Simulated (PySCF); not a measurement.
Spinor energies of As⁺ (arsenic, charge +1)

Start: [Ar] 3d10 4s2 4p2; 4p1/2 filled at m_j = -1/2, +1/2. Calculated with PySCF 2.14 in x2c-TZVPall-2c with one added diffuse shell each of s, p, d type (7s8p5d1f, 63 functions): generalised Hartree-Fock with the X2C-1e Hamiltonian and a Gaussian nucleus; one run each with spin-orbit coupling (SO) switched off, then screened by Boettger's factors.

```json
{"spinor shell": "1s1/2", "electrons": "2", "ε, spin-free (eV)": "-11954.9", "ε, screened SO (eV)": "-11954.5", "weight of nominal j (screened SO)": "1.000", "rms radius, screened SO (bohr)": "0.0524"}
{"spinor shell": "2s1/2", "electrons": "2", "ε, spin-free (eV)": "-1582.4", "ε, screened SO (eV)": "-1582.3", "weight of nominal j (screened SO)": "1.000", "rms radius, screened SO (bohr)": "0.219"}
{"spinor shell": "2p1/2", "electrons": "2", "ε, spin-free (eV)": "-1383.8", "ε, screened SO (eV)": "-1408.9", "weight of nominal j (screened SO)": "1.000", "rms radius, screened SO (bohr)": "0.194"}
{"spinor shell": "2p3/2", "electrons": "4", "ε, spin-free (eV)": "-1383.8", "ε, screened SO (eV)": "-1371.6", "weight of nominal j (screened SO)": "1.000", "rms radius, screened SO (bohr)": "0.197"}
{"spinor shell": "3s1/2", "electrons": "2", "ε, spin-free (eV)": "-235.28", "ε, screened SO (eV)": "-235.21", "weight of nominal j (screened SO)": "1.000", "rms radius, screened SO (bohr)": "0.639"}
{"spinor shell": "3p1/2", "electrons": "2", "ε, spin-free (eV)": "-171.52", "ε, screened SO (eV)": "-175.22", "weight of nominal j (screened SO)": "0.997", "rms radius, screened SO (bohr)": "0.659"}
{"spinor shell": "3p3/2", "electrons": "4", "ε, spin-free (eV)": "-171.52", "ε, screened SO (eV)": "-169.65", "weight of nominal j (screened SO)": "0.999", "rms radius, screened SO (bohr)": "0.670"}
{"spinor shell": "3d3/2", "electrons": "4", "ε, spin-free (eV)": "-66.334", "ε, screened SO (eV)": "-66.781", "weight of nominal j (screened SO)": "0.980", "rms radius, screened SO (bohr)": "0.748"}
{"spinor shell": "3d5/2", "electrons": "6", "ε, spin-free (eV)": "-66.334", "ε, screened SO (eV)": "-65.932", "weight of nominal j (screened SO)": "0.987", "rms radius, screened SO (bohr)": "0.749"}
{"spinor shell": "4s1/2", "electrons": "2", "ε, spin-free (eV)": "-27.860", "ε, screened SO (eV)": "-27.833", "weight of nominal j (screened SO)": "0.999", "rms radius, screened SO (bohr)": "2.06"}
{"spinor shell": "4p1/2", "electrons": "2", "ε, spin-free (eV)": "-18.338", "ε, screened SO (eV)": "-18.383", "weight of nominal j (screened SO)": "0.571", "rms radius, screened SO (bohr)": "2.50"}
```

| quantity | spin-free | screened SO |
| --- | --- | --- |
| E (hartree) | -2258.61402 | -2258.71349 |
| M_J | 0 | 0 |
| ⟨J²⟩ | 2.009 | 1.627 |
| ⟨L²⟩ | 2.007 | 2.008 |
| ⟨S²⟩ | 2.003 | 1.985 |

The determinant has a definite M_J but mixes levels of different J.

Each row is a mean over spinors that exchange with the open shell spreads, by up to 5.020 eV (4s1/2).

Rows whose weight is well below 1 are mixtures of j = l ± 1/2: exchange outweighs spin-orbit coupling there, and the label is only the starting occupation.

Without spin-orbit coupling the j labels of p, d and f shells carry no meaning; the spin-free column gives the mean over the occupied spinors of each nl shell.
